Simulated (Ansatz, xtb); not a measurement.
**C5H5FO3: which of two isomers lies lower**

Structure X is `C=C(F)OC(=O)/C=C/O`, a singlet and structure Y is `C=C(F)OC(=O)CC=O`, a singlet. Both are isolated molecules in the gas phase, relaxed with B3LYP-D3(BJ)/def2-SVP; each stands in its lowest conformer found.

Task: Estimate which is lower in electronic energy at CCSD(T)/def2-SVP + ΔMP2/def2-TZVPP, and by roughly how much.

Result: The CCSD(T)/def2-SVP + ΔMP2/def2-TZVPP calculation puts structure Y lower, by 2.2 kcal/mol.

The same difference at several levels:

```
                             level               geometry  E(Y) − E(X) (kcal/mol)  departure from the last row (kcal/mol)  job, with rough time for the two
                          GFN2-xTB               GFN2-xTB                      +3.4                                    +5.5              optimisation, 0.35 s
                         HF/STO-3G               GFN2-xTB                     −10.8                                    −8.6              single point, 0.64 s
                r2SCAN-D4/def2-SVP               GFN2-xTB                      +1.0                                    +3.2               single point, 6.6 s
             B3LYP-D3(BJ)/def2-SVP  B3LYP-D3(BJ)/def2-SVP                      −0.6                                    +1.5             optimisation, 2.3 min
                       HF/def2-SVP  B3LYP-D3(BJ)/def2-SVP                      −3.3                                    −1.1           part of the CCSD(T) run
                      MP2/def2-SVP  B3LYP-D3(BJ)/def2-SVP                      −4.0                                    −1.8           part of the CCSD(T) run
                  CCSD(T)/def2-SVP  B3LYP-D3(BJ)/def2-SVP                      −4.6                                    −2.4                      single point
CCSD(T)/def2-SVP + ΔMP2/def2-TZVPP  B3LYP-D3(BJ)/def2-SVP                      −2.2                                                     single point, 4.1 min
```

As drawn, Y has 1 C=O, 1 C–C, 1 C–H in place of 1 C=C, 1 C–O, 1 O–H.

GFN2-xTB, r2SCAN-D4/def2-SVP put the two in the other order. The largest departure from CCSD(T)/def2-SVP + ΔMP2/def2-TZVPP is that of HF/STO-3G, 8.6 kcal/mol. The last row adds to CCSD(T) the change of the MP2 difference between the two basis sets, here +2.4 kcal/mol.

With thermal terms from frequencies at re-optimised GFN2-xTB minima (ideal gas, soft modes damped towards free rotors, one conformer each, 298.15 K, 1 atm): the zero-point term adds −0.5 kcal/mol; ΔH is −2.5 and ΔG −3.0 kcal/mol.

The correlated steps freeze 9 core orbitals. Run with Ansatz 0.2.0, xtb 6.7.1; the last row on 2 threads of Arm Neoverse V2 on a shared host.
